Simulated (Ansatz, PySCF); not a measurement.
This PySCF input computes a PBE0/def2-TZVPD energy:

```python
from pyscf import gto, scf, dft

mol = gto.M(
    atom='''
    O     1.28596004   -0.09783651   -0.16363016
    S    -0.17656246    0.01343296    0.02246644
    F    -0.28649143    1.89015734   -0.05178868
    F    -0.54269534   -1.82707238    0.15729737
    ''',
    basis='def2-tzvpd',
    charge=-1,
    spin=1,
    verbose=4,
)

mf = dft.UKS(mol, xc='pbe0').density_fit(auxbasis='def2-universal-jkfit')
mf.grids.level = 3
mf.conv_tol = 1e-9
mf.max_cycle = 100
mf.max_memory = 1500
mf.kernel()
if not mf.converged:
    mf = mf.newton()
    mf.kernel(mf.make_rdm1())
for _ in range(2):
    mo, _, stable, _ = mf.stability(return_status=True)
    if stable:
        break
    mf.kernel(mf.make_rdm1(mo, mf.mo_occ))
mf.analyze()
```

**Question.** Write an input for the same energy in Ansatz (a first-principles code) and say what it gives.

**Answer.** 
Ansatz 0.2 input:
```yaml
crystal:
  periodic: [false, false, false]
  atoms:
    - {symbol: O, position_ang: [1.28596004, -0.09783651, -0.16363016]}
    - {symbol: S, position_ang: [-0.17656246, 0.01343296, 0.02246644]}
    - {symbol: F, position_ang: [-0.28649143, 1.89015734, -0.05178868]}
    - {symbol: F, position_ang: [-0.54269534, -1.82707238, 0.15729737]}
basis:
  gaussian:
    orbitals: def2-TZVPD
hamiltonian:
  xc: {name: PBE0}
total_charge: -1
magnetization: {spin_polarized: true, initial_magnetization: 1}
output: {forces: true}
```
It gives -672.87131 Eh, and PySCF -672.87129 Eh, a difference of 0.02 mEh, from the treatment of integrals and grids.
